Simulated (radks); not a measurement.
Charge is removed step by step from the 4s level of neutral germanium, starting from [Ar] 3d10 4s2 4p2. Method: scalar-relativistic Kohn-Sham, r2SCAN, spin-unpolarised, spherical densities, finite nucleus; meta-GGA in the generalised Kohn-Sham scheme; Fermi nuclear charge, rms radius 4.0742 fm; computed with a radial shooting solver on a logarithmic mesh with Libxc functionals.

[
 {"removed (e)": "0", "E - E(0) (eV)": "0.000", "eigenvalue (eV)": "-12.138", "E minus straight line (eV)": "0.000"},
 {"removed (e)": "0.125", "E - E(0) (eV)": "1.582", "eigenvalue (eV)": "-13.187", "E minus straight line (eV)": "-0.483"},
 {"removed (e)": "0.25", "E - E(0) (eV)": "3.297", "eigenvalue (eV)": "-14.261", "E minus straight line (eV)": "-0.834"},
 {"removed (e)": "0.375", "E - E(0) (eV)": "5.148", "eigenvalue (eV)": "-15.359", "E minus straight line (eV)": "-1.049"},
 {"removed (e)": "0.5", "E - E(0) (eV)": "7.137", "eigenvalue (eV)": "-16.477", "E minus straight line (eV)": "-1.125"},
 {"removed (e)": "0.625", "E - E(0) (eV)": "9.267", "eigenvalue (eV)": "-17.614", "E minus straight line (eV)": "-1.061"},
 {"removed (e)": "0.75", "E - E(0) (eV)": "11.541", "eigenvalue (eV)": "-18.768", "E minus straight line (eV)": "-0.853"},
 {"removed (e)": "0.875", "E - E(0) (eV)": "13.959", "eigenvalue (eV)": "-19.938", "E minus straight line (eV)": "-0.500"},
 {"removed (e)": "1", "E - E(0) (eV)": "16.525", "eigenvalue (eV)": "-21.121", "E minus straight line (eV)": "0.000"}
]

Removing the whole electron costs 16.525 eV by Delta-SCF, against 12.138 eV from minus the eigenvalue at the starting occupation. Slater's transition state (half an electron removed) gives 16.477 eV. Integrating minus the eigenvalue over the occupation (Janak's theorem) gives 16.528 eV. In this scalar-relativistic scheme the density is built from large components alone, so the theorem holds only approximately. The mean slope of the eigenvalue, de/dn, is 8.98 eV per electron.
